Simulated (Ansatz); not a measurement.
CH$_{8}$Si$_{2}$, charge -1, doublet, at a GFN2-xTB geometry (a state made from the parent by changing its charge; the spin is typed, not shown lowest) (a gas-phase anion, which may not be bound at this level). Base run: B3LYP/6-31G** (Ansatz, a program for electronic structure).

Geometry (Å):
```xyz
11

Si     1.3218     0.7472     0.0185
C      0.3043    -0.8629    -0.1597
Si    -1.4655    -0.3101     0.0615
H      2.8147     0.6012    -0.1173
H      1.1049     1.2277    -1.4259
H      1.3301     0.7553     1.5562
H      0.5812    -1.6048     0.5918
H      0.4509    -1.3312    -1.1348
H     -1.8673     0.5853    -1.0423
H     -1.6803     0.1931     1.4335
H     -2.5491    -1.3676    -0.0242
```
Charge -1, spin multiplicity 2.
Orbitals are unrestricted.
All else is at Ansatz's defaults.

Variants of this job, named by their change:

```csv
change,E (Eh),SCF-reference <S^2>
base,-621.84716,0.752
functional = b3lyp; dispersion = d4,-621.86370,0.752
functional = revpbe,-621.66279,0.752
functional = pbe; dispersion = d3bjatm,-621.43285,0.752
functional = wB97X,-621.77469,0.753
functional = wB97X-V,-621.69105,0.752
functional = PBE0-DH,-621.44899,0.754
functional = cam_b3lyp,-621.77383,0.753
functional = pbe,-621.42439,0.752
functional = pbe0,-621.49968,0.752
functional = B2GP-PLYP,-621.36733,0.754
functional = BHLYP,-621.76246,0.753
functional = r2scan,-621.71981,0.753
```

Absolute energies of different levels of theory aren't comparable as measures of quality.

A gas-phase anion may not be bound at this level; its values then depend on the basis.
